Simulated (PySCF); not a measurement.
## Computed properties of C3H6GeO, SMILES O=C1[CH2][GeH2][CH2]1

C₃H₆GeO, SMILES [GeH2]1[CH2]C([CH2]1)=O. Coordinates come from a B3LYP-D3(BJ)/def2-SVP optimisation. This is a generated structure with no PubChem entry under its InChIKey; it may be hypothetical. One conformer was computed; it need not be the lowest. All values are computed for the isolated molecule unless a solvent is named; none is compared with measurement here.

**Structure.** The optimised structure has Cs symmetry. All 27 harmonic modes at B3LYP-D3(BJ)/def2-SVP (PySCF) are real, so it is a minimum. With heavy atoms numbered as in [O:1]=[C:2]1[CH2:3][GeH2:4][CH2:5]1, the shortest bond between them is O1–C2 at 1.203 Å and the longest Ge4–C5 at 2.001 Å.

**Vibrations.** The strongest infrared lines (harmonic, unscaled, degenerate partners summed) lie at 1859 cm⁻¹ (283 km/mol, C 63 %, O 36 %), 2156 cm⁻¹ (112 km/mol, H 98 %), 2141 cm⁻¹ (99 km/mol, H 99 %). The softest mode is at 93 cm⁻¹ and the zero-point energy is 48.7 kcal/mol.

**Electronic structure.** HF/def2-TZVP (PySCF) places the frontier levels at -10.55 and 3.10 eV, a gap of 13.65 eV, and gives a dipole moment of 3.70 D and a mean polarisability of 62.7 bohr³. PBE/def2-TZVP (PySCF) at the same geometry gives -5.67 and -1.79 eV, so its gap is 9.77 eV narrower. An orbital gap is neither the optical nor the fundamental gap.

**Excitations.** TDA-M06-2X/def2-SVPD (PySCF) has S1 at 4.14 eV (300 nm, f = 0.000, dark); the most intense of the 10 singlets computed lies at 7.42 eV (f = 0.19). T1 (TDA) is at 3.72 eV, 0.42 eV under S1. TDA-PBE/def2-SVPD (PySCF) puts S1 at 4.07 eV. No vertical singlet excitation falls in the visible range (under 3.1 eV).

**NMR.** GIAO shifts at KT2/pcSseg-1 (PySCF) (non-relativistic, atoms alike by connectivity averaged): ¹³C from 45.8 to 189.6 ppm against TMS; ¹H from 3.2 to 4.5 ppm against TMS.
